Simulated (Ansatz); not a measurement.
Reaction (formal exchange of groups at the Al–Si bond): `[CH3][Al]([Cl])[SiH](O)F` + `CNCS` → `C[NH][Al]([CH3])[Cl]` + `O[SiH](F)CS`

Calculated with Ansatz (gas phase, PBE0-D4/def2-TZVP geometries, no zero-point term in ΔE). CBS: MP2 limit from def2 TZ/QZ plus the TZ coupled-cluster correction, frozen cores. Functionals use def2-TZVPP. B3LYP here is the variant with VWN-RPA as its local correlation; programs differ in this. One conformer a species, not always the lowest.

| level | ΔE (kcal/mol) | difference from CCSD(T)/CBS |
| --- | --- | --- |
| PBE-D4 | -38.2 | 5.4 |
| r2SCAN-D4 | -43.6 | 0.0 |
| PBE0-D4 | -40.0 | 3.6 |
| B3LYP-D4 | -42.3 | 1.3 |
| ωB97X-V | -41.8 | 1.8 |
| ωB97M-V | -44.6 | -1.0 |
| B2PLYP | -43.2 | 0.4 |
| PBE | -37.5 | 6.1 |
| r2SCAN | -43.5 | 0.1 |
| PBE0 | -39.4 | 4.2 |
| B3LYP | -41.2 | 2.4 |
| HF/def2-TZVPP | -43.0 | 0.6 |
| MP2/def2-TZVPP | -46.0 | -2.4 |
| SCS-MP2/def2-TZVPP | -44.7 | -1.1 |
| CCSD/def2-TZVPP | -43.6 | 0.0 |
| CCSD(T)/def2-TZVPP | -43.5 | 0.1 |
| HF/def2-QZVPP | -43.1 | 0.5 |
| MP2/def2-QZVPP | -46.1 | -2.5 |
| SCS-MP2/def2-QZVPP | -44.9 | -1.3 |
| HF/CBS(def2) | -43.1 | 0.5 |
| MP2/CBS(def2) | -46.1 | -2.5 |
| CCSD/CBS(def2) | -43.7 | -0.1 |
| CCSD(T)/CBS | -43.6 | 0 |

Largest T1 diagnostic among the species: 0.011.

From PBE to PBE0 (25 % exact exchange), in def2-TZVPP and without D4, ΔE moves by −1.9 kcal/mol. The D4 term adds −1.1 kcal/mol with B3LYP and −0.6 kcal/mol with PBE0; it sums over pairs of atoms, weighted by their polarisabilities, and B3LYP, whose exchange is more repulsive, gets the larger term.
